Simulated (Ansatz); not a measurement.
Cl2HInSe, SMILES `[Cl][In]([Cl])[SeH]`. The species carries charge 0 and has multiplicity 1. In takes the def2 core potential. Geometry: relaxed with PBE0-D4/def2-TZVP. It is one conformer, not always the lowest.

```xyz
5

Cl    0.315    1.833   -1.512
In   -0.171    0.475    0.293
Cl   -1.003    1.523    2.172
Se    0.178   -1.972    0.212
H     0.681   -1.858   -1.165
```

Problem. What is the dipole moment at PBE/def2-TZVPP? (Estimate.)

Solution. Computed: 2.04 D, with components (0.44, -1.93, -0.50) D in this frame, pointing from negative to positive charge.

Problem. And with r2SCAN, B3LYP, ωB97M-V? (Estimate.)

Solution. Ansatz gave: r2SCAN 2.06 D, B3LYP 2.07 D, ωB97M-V 1.97 D.

Problem. Give the Mulliken charges with PBE, ωB97M-V, B3LYP in def2-TZVPP. (An estimate is asked.)

Solution. Ansatz gave: 
| atom | PBE | ωB97M-V | B3LYP |
| --- | --- | --- | --- |
| Cl1 | -0.32 | -0.32 | -0.34 |
| In2 | 0.77 | 0.76 | 0.82 |
| Cl3 | -0.32 | -0.32 | -0.34 |
| Se4 | -0.22 | -0.23 | -0.22 |
| H5 | 0.09 | 0.10 | 0.08 |

B3LYP here is the variant with VWN-RPA as its local correlation; programs differ in this.
